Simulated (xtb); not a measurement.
phosphoric acid (H$_{3}$O$_{4}$P), singlet, geometry from GFN2-xTB; xtb 6.7.1 with GFN2-xTB with ALPB(acetone).

xtb was given this input:
```
$ xtb mol.xyz --gfn 2 --alpb acetone --json

# file mol.xyz
8

O      0.49639997     0.07749188     1.46274063
P      0.07763513    -0.00187854    -0.06678288
O      1.18776102    -0.02874031    -1.02172942
O     -0.88586825    -1.26330432    -0.10643158
O     -0.92691551     1.21766505    -0.22393643
H      1.27103163     0.62878945     1.55130795
H     -0.37287092    -2.04878771    -0.28441190
H     -1.03370548     1.42327804    -1.15029845
```

Output, abridged:

```
   ID    Z sym.   atoms
    1    8 O      1, 3-5
    2   15 P      2
    3    1 H      6-8

           -------------------------------------------------
          |                Calculation Setup                |
           -------------------------------------------------

           -------------------------------------------------
          |                 G F N 2 - x T B                 |
           -------------------------------------------------

      * Solvation model:               ALPB
        Solvent                        acetone
        Parameter file                 internal GFN2-xTB/ALPB
        Dielectric constant                2.0700E+01
        Reference state                gsolv [1 M gas/solution]
        Free energy shift                  5.9241E-03 Eh       3.7175E+00 kcal/mol
        Temperature                        2.9815E+02 K
        Density                            7.9000E-01 kg/L
        Solvent mass                       5.8080E+01 g/mol
        Interaction kernel             P16
        Born radius scaling (c1)           1.8274E+00
        Born radii integrator          GBOBC
        Born offset                        0.0000E+00 a0       0.0000E+00 AA
        H-bond correction              true
        Ion screening                  false
        Surface tension                    1.0000E-05 Eh       1.5569E+01 dyn/cm
        Grid points                               230 per atom

          ...................................................
          :                      SETUP                      :
          :.................................................:
          :  # basis functions                  29          :
          :  # atomic orbitals                  28          :
          :  # shells                           14          :
          :  # electrons                        32          :
          :  max. iterations                   250          :
          :  Hamiltonian                  GFN2-xTB          :
          :  restarted?                      false          :
          :  GBSA solvation                   true          :
          :  PC potential                    false          :
          :  electronic temp.          300.0000000     K    :
          :  accuracy                    1.0000000          :
          :  -> integral cutoff          0.2500000E+02      :
          :  -> integral neglect         0.1000000E-07      :
          :  -> SCF convergence          0.1000000E-05 Eh   :
          :  -> wf. convergence          0.1000000E-03 e    :
          :  Broyden damping             0.4000000          :
          :  net charge                          0          :
          :  unpaired electrons                  0          :
          ...................................................

 iter      E             dE          RMSdq      gap      omega  full diag
   1    -20.5402422 -0.205402E+02  0.922E+00   12.81       0.0  T
   2    -20.5839274 -0.436852E-01  0.516E+00   11.86       1.0  T
   3    -20.5962221 -0.122947E-01  0.149E+00   11.07       1.0  T
   4    -20.5979778 -0.175579E-02  0.668E-01   11.37       1.0  T
   5    -20.5982159 -0.238082E-03  0.331E-01   11.22       1.0  T
   6    -20.5983610 -0.145114E-03  0.122E-01   11.33       1.0  T
   7    -20.5983830 -0.219241E-04  0.133E-02   11.32       2.7  T
   8    -20.5983830 -0.539447E-07  0.364E-03   11.32       9.7  T
   9    -20.5983830 -0.924226E-08  0.176E-03   11.32      20.1  T
  10    -20.5983830 -0.469073E-08  0.967E-05   11.32     365.6  T
  11    -20.5983830  0.181295E-10  0.135E-04   11.32     262.8  T

   *** convergence criteria satisfied after 11 iterations ***

         :::::::::::::::::::::::::::::::::::::::::::::::::::::
         ::                     SUMMARY                     ::
         :::::::::::::::::::::::::::::::::::::::::::::::::::::
         :: total energy             -20.484373496131 Eh    ::
         :: total w/o Gsasa/hb       -20.463838012435 Eh    ::
[...]
        10        2.0000           -0.5610032             -15.2657
        11        2.0000           -0.5127412             -13.9524
        12        2.0000           -0.5104521             -13.8901
        13        2.0000           -0.5104463             -13.8900
        14        2.0000           -0.4817973             -13.1104
        15        2.0000           -0.4492863             -12.2257
        16        2.0000           -0.4492852             -12.2257 (HOMO)
        17                         -0.0333251              -0.9068 (LUMO)
        18                         -0.0202789              -0.5518
        19                         -0.0202783              -0.5518
        20                          0.0593746               1.6157
        21                          0.1528487               4.1592
        22                          0.1528875               4.1603
        23                          0.2479017               6.7457
        24                          0.3473139               9.4509
        25                          0.3473152               9.4509
        26                          0.9810744              26.6964
        27                          0.9810769              26.6965
        28                          1.1697229              31.8298
      -------------------------------------------------------------
                  HL-Gap            0.4159601 Eh           11.3189 eV
             Fermi-level           -0.2413052 Eh           -6.5662 eV

     #   Z          covCN         q      C6AA      α(0)
     1   8 O        1.614    -0.432    21.499     6.258
     2  15 P        3.571     0.636   134.953    20.868
     3   8 O        0.808    -0.540    24.715     6.664
     4   8 O        1.614    -0.432    21.501     6.258
     5   8 O        1.614    -0.432    21.500     6.258
     6   1 H        0.919     0.400     0.477     1.080
     7   1 H        0.919     0.400     0.476     1.080
     8   1 H        0.919     0.400     0.477     1.080

 Mol. C6AA /au·bohr⁶  :       1039.759775
 Mol. C8AA /au·bohr⁸  :      31183.267367
 Mol. α(0) /au        :         49.545748

Wiberg/Mayer (AO) data.
largest (>0.10) Wiberg bond orders for each atom

 ---------------------------------------------------------------------------
     #   Z sym  total        # sym  WBO       # sym  WBO       # sym  WBO
 ---------------------------------------------------------------------------
     1   8 O    2.209 --     2 P    1.234     6 H    0.812
     2  15 P    5.547 --     3 O    1.795     4 O    1.234     5 O    1.234
                             1 O    1.234
     3   8 O    2.025 --     2 P    1.795
     4   8 O    2.209 --     2 P    1.234     7 H    0.812
     5   8 O    2.209 --     2 P    1.234     8 H    0.812
     6   1 H    0.840 --     1 O    0.812
     7   1 H    0.840 --     4 O    0.812
     8   1 H    0.840 --     5 O    0.812
 ---------------------------------------------------------------------------

Topologies differ in total number of bonds
Writing topology from bond orders to xtbtopo.mol

molecular dipole:
                 x           y           z       tot (Debye)
 q only:       -0.147       0.003       0.126
   full:       -0.121       0.003       0.104       0.405
molecular quadrupole (traceless):
                xx          xy          yy          xz          yz          zz
 q only:       -3.959       0.228       5.465       8.109      -0.197      -1.507
  q+dip:       -4.343       0.250       5.996       8.897      -0.216      -1.653
   full:       -4.798       0.276       6.624       9.829      -0.238      -1.826

           -------------------------------------------------
          | TOTAL ENERGY              -20.484373496131 Eh   |
          | GRADIENT NORM               0.018347262813 Eh/α |
          | HOMO-LUMO GAP              11.318850020806 eV   |
           -------------------------------------------------

normal termination of xtb
```
